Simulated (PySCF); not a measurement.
[CuF4]2-: Cu(II) (d9), charge -2. The structure is a PBE0-D3(BJ)/def2-TZVP, IEF-PCM water geometry optimised for multiplicity 2; coordination nearly square planar, point group D2d, metal–donor distances 1.90 Å.

```
5

Cu    0.0000    0.0000    0.0000
F     1.8933    0.0000    0.1316
F    -1.8933    0.0000    0.1316
F     0.0000    1.8933   -0.1316
F     0.0000   -1.8933   -0.1316
```

Method (PySCF 2.14, density fitting): CASSCF(9,5) with orbitals averaged over all microstates of the shell, strongly contracted NEVPT2 on the averaged canonical orbitals; basis x2c-TZVPall on the metal, x2c-SVPall elsewhere; spin-free X2C; IEF-PCM water; spin-orbit coupling by state interaction with the mean-field operator over all roots.

(1) Which term lies lowest, and with what spin?

(2) Where do the spin-allowed transitions within the shell lie?

(3) What ligand-field parameters describe the result?

(4) What magnetic behaviour follows?

NEVPT2 lifts 2B1 from 8356 to 11483 cm⁻¹; on the d shell alone such lifts tend to overshoot.

The job took 2.9 s on one thread of Arm Neoverse V2 (shared host), with 104 basis functions, launched as `OMP_NUM_THREADS=1 python lf_run.py task.json out`.

Results:

(1) 2B2 (S = 1/2, orbital degeneracy 1), orbital occupations from the lowest 2.0 2.0 2.0 2.0 1.0, by NEVPT2.

(2) By NEVPT2: 2B1 at 11483 cm⁻¹ (871 nm); 2E at 15639 cm⁻¹ (639 nm); 2A1 at 17232 cm⁻¹ (580 nm). The strongest, at 17232 cm⁻¹, has f = 7.4e-06.

(3) At NEVPT2 level: orbital energies 0, 1592, 1592, 5749, 17232 cm⁻¹; ζ = 805 cm⁻¹ (free ion 818).

(4) The ground doublet has g = 2.079, 2.079, 2.505. μeff is 1.98 μB at 300 K and 1.93 μB at 10 K; the spin-only value is 1.73 μB.
